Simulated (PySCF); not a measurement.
# Ti (titanium, neutral) across methods

[Ar] 3d1 4s2 4p1, one real determinant (an excited configuration). Calculation: PySCF 2.14, in def2-TZVPPD (6s6p4d2f1g, 67 functions); the non-relativistic Hamiltonian (point nucleus).

```csv
method,E (hartree),mean ε 4s α (eV),mean ε 4s β (eV),mean ε 4p α (eV),Σ⟨r²⟩ (bohr²),⟨S²⟩
PBE,-848.907,-6.380,-5.662,-2.961,56.37,2.005
B3LYP,-849.169,-7.000,-6.286,-3.364,56.53,2.007
PBE0,-848.952,-7.235,-6.335,-3.643,56.41,2.009
LDA,-847.077,-6.507,-5.823,-2.912,56.14,2.002
r2SCAN,-849.095,-6.526,-5.723,-3.138,56.53,2.012
BHandHLYP,-849.153,-7.867,-6.950,-4.028,56.89,2.016
UHF,-848.22323,-9.175,-7.458,-4.907,59.19,2.116
PBEsol,-847.948,-6.392,-5.659,-2.921,56.25,2.004
```

⟨L²⟩ = 8.03 against 12 for a pure F term, so this real determinant mixes terms.
